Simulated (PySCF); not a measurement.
Gas-phase XPS of `CO[C@@H]1[SiH2][C@H]1F`, computed

Compound: C3H7FOSi.
Atom-mapped SMILES: `[CH3:1][O:2][C@@H:3]1[SiH2:4][C@H:5]1[F:6]`

Method used: delta-SCF UKS SCAN, pcX-2 on the ionised atom, pcseg-1 elsewhere, spin-free X2C (PySCF 2.14.0). These are vertical core ionisation energies against the vacuum level, from separate self-consistent calculations with and without the core hole.

Q: What binding energy does each computed site have?

A: 
| atom(s) | environment | level | binding energy (eV) | 2p1/2 (eV) | above the level's lowest (eV) | count |
| --- | --- | --- | --- | --- | --- | --- |
| C1 | methoxy carbon | C 1s | 292.15 | – | +0.51 | 1 |
| O2 | ether oxygen | O 1s | 538.52 | – | 0.00 | 1 |
| C3 | sp3 carbon bound to oxygen | C 1s | 291.64 | – | 0.00 | 1 |
| Si4 | SiH2 silicon | Si 2p3/2 | 106.93 | 107.55 | 0.00 | 1 |
| Si4 | SiH2 silicon | Si 1s | 1846.60 | – | 0.00 | 1 |
| C5 | sp3 C–F carbon | C 1s | 292.24 | – | +0.60 | 1 |
| F6 | alkyl fluorine | F 1s | 692.21 | – | 0.00 | 1 |

The listed C 1s values span 0.60 eV, from C3 (bonded to O, C, H and Si) to C5 (bonded to F, C, H and Si). The widest gap between neighbouring values is 0.51 eV, between 291.64 and 292.15 eV.

Q: Give the binding energy of C 1s of C3 in hartree and in kJ/mol.

A: 291.64 eV = 10.7176 Eh = 28139 kJ/mol.

Spin–orbit coupling isn't in the SCF: each 2p doublet comes from a relaxed spin-free hole plus a matrix of the shell (mean-field spin–orbit coupling and the ground-state 2p splitting), with 2p3/2 averaged over its two sublevels. 2p1/2 minus 2p3/2 (ligand field included): Si 0.62 eV. The structure is a single PBE0-D3(BJ)/def2-SVP conformer in the gas phase; no vibrational or solvent corrections.

Conformer computed: `[CH3:1][O:2][C@@H:3]1[SiH2:4][C@H:5]1[F:6]`: C1–O2–C3–Si4 158°.
